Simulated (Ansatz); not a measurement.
Pulling on the Sn1–H2 bond in CH4Sn (SMILES [CH3][SnH]) (multiplicity 1 held, fragments rigid). Energies count from the point at 1.787 Å.
Geometry at that point (charge 0, multiplicity 1):
```xyz
6

Sn     0.00984     0.25050     0.24519
H     -0.34595     1.41340    -1.06485
C     -0.01334    -1.45640    -1.15807
H      0.73725    -1.29419    -1.93601
H     -0.98669    -1.50317    -1.65333
H      0.18357    -2.40265    -0.65673
```

U- levels take the lowest unrestricted solution at each point, which mixes spins at long bonds. Active spaces are followed from a long bond inwards. Curves can end on different states.

Frozen-core correlation. Filled d and f shells under p-block atoms count as core.

Codes used: Ansatz (a program for electronic structure). Values without a source in brackets are computed. In def2 rows elements past Kr take small-core potentials, without spin–orbit coupling.

Question: What is the computed energy at R = 5.720 Å (U-HF/def2-SVP)?

Answer: 45.8 kcal/mol

Doubts at one or more of the structures used: a spin-contaminated determinant (U-HF/def2-SVP).
